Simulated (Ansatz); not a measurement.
A nudged elastic band was laid between two geometries of CH5AlFN (9 atoms, charge 0, multiplicity 1).

All numbers below come from Ansatz, RKS B3LYP-D4/def2-SVP.

```json
{
  "movable images": "7",
  "climbing image": "yes",
  "spring": "5.0 eV/Å²",
  "optimiser": "quadratic models (default)",
  "start path": "IDPP",
  "force threshold": "0.05 eV/Å",
  "iteration limit": "60",
  "end points": "relaxed"
}
```

First end point:

```xyz
9
Properties=species:S:1:pos:R:3
F 1.023 1.565 1.070
C -0.011 1.226 0.196
N 0.260 0.030 -0.517
Al -0.209 -1.638 -0.051
H -0.139 2.090 -0.482
H -0.923 1.105 0.806
H 0.932 0.175 -1.269
H 0.371 -2.817 -0.928
H -1.214 -1.783 1.159
```

Last end point:

```xyz
9
Properties=species:S:1:pos:R:3
F -1.055 0.054 -2.246
C 0.458 0.858 1.182
N 0.635 0.346 0.032
Al -0.671 -0.915 -0.914
H -0.467 0.619 1.724
H 1.190 1.529 1.653
H 1.512 0.607 -0.430
H 0.269 -2.157 -1.249
H -1.782 -0.987 0.232
```

Q: What changes between the two ends?

A: Bonds broken: F1–C2. Bonds formed: F1–Al4. The dihedral H6–C2–N3–H7 goes from 165 to 0°.

Q: What energy profile does the band end with?

A: It converged. The highest image is number 2 of 0 to 8, 0.268 eV above the first end and 1.670 eV above the last; the last end lies 1.402 eV below the first. The profile has 2 maxima (images 2, 5) with wells between them (image 4): this band takes more than one step, which may be the mechanism or a detour left from its start path. A vibrational analysis at the climbing image gives one clearly imaginary mode, 214i cm⁻¹: a first-order saddle point. The orbitals stay closed-shell, which can raise the energy where a bond breaks towards radicals; this wasn't checked here.

| image | path coordinate (Å) | energy (eV) | F1–C2 (Å) | F1–Al4 (Å) | dihedral H6–C2–N3–H7 (°) |
| --- | --- | --- | --- | --- | --- |
| 0 | 0.00 | 0.000 | 1.40 | 3.61 | 165 |
| 1 | 1.14 | 0.105 | 1.38 | 3.97 | -167 |
| 2 | 2.29 | 0.268 | 1.38 | 4.06 | -119 |
| 3 | 3.51 | 0.091 | 1.39 | 3.95 | -69 |
| 4 | 4.74 | 0.003 | 1.40 | 3.52 | -39 |
| 5 | 5.97 | 0.150 | 1.43 | 2.77 | -21 |
| 6 | 7.20 | -0.928 | 2.44 | 1.75 | 0 |
| 7 | 8.43 | -1.356 | 3.38 | 1.69 | 0 |
| 8 | 9.66 | -1.402 | 3.83 | 1.69 | 0 |

Q: What is the geometry of the highest image?

A: 
```xyz
9
Properties=species:S:1:pos:R:3
F 1.348 1.893 0.552
C 0.192 1.141 0.531
N 0.440 -0.088 -0.181
Al -0.594 -1.489 -0.575
H -0.594 1.754 0.048
H -0.106 0.962 1.583
H 1.410 -0.097 -0.495
H 0.090 -2.654 -1.393
H -2.098 -1.469 -0.086
```

The band took 19 iterations and about 4 core-minutes.

The run took 3.6 min on 1 thread of Intel(R) Xeon(R) 6975P-C (Granite Rapids) (shared host), peak memory 0.18 GiB.
